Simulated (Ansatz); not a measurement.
Isomers of C2H6Cl2Si, relaxed with PBE0-D4/def2-TZVP in Ansatz; electronic energies, one conformer each and not always the lowest. Functionals use def2-TZVPP; CBS adds triple-zeta CCSD(T) − MP2 to the MP2 limit of def2-TZVPP and def2-QZVPP.

Q: Order them by energy at frozen-core CCSD(T)/CBS, lowest first. (Estimate.)
A. `CC(Cl)[SiH2]Cl`
B. `CC([SiH3])(Cl)Cl`
C. `C[Si](C)(Cl)Cl`
D. `C[SiH](Cl)CCl`
E. `CC[SiH](Cl)Cl`
F. `C[SiH2]C(Cl)Cl`

A: C (0.0 kJ/mol), E (64.5 kJ/mol), D (183.2 kJ/mol), A (227.8 kJ/mol), F (361.5 kJ/mol), B (394.4 kJ/mol).

Q: How do PBE-D4, B3LYP-D4, MP2/CBS(def2), HF/CBS(def2) place them (kJ/mol, against `C[Si](C)(Cl)Cl`)? (Estimate.)

A: The calculation gave: 
```tsv
isomer	PBE-D4	B3LYP-D4	MP2/CBS(def2)	HF/CBS(def2)
`CC([SiH3])(Cl)Cl`	383.1	392.2	404.4	413.6
`CC(Cl)[SiH2]Cl`	223.3	226.5	236.0	228.4
`C[SiH](Cl)CCl`	178.4	181.0	191.0	183.1
`C[SiH2]C(Cl)Cl`	347.1	356.1	373.0	376.2
`CC[SiH](Cl)Cl`	64.7	64.8	67.4	59.3
```

B3LYP here is the variant with VWN-RPA as its local correlation; programs differ in this.
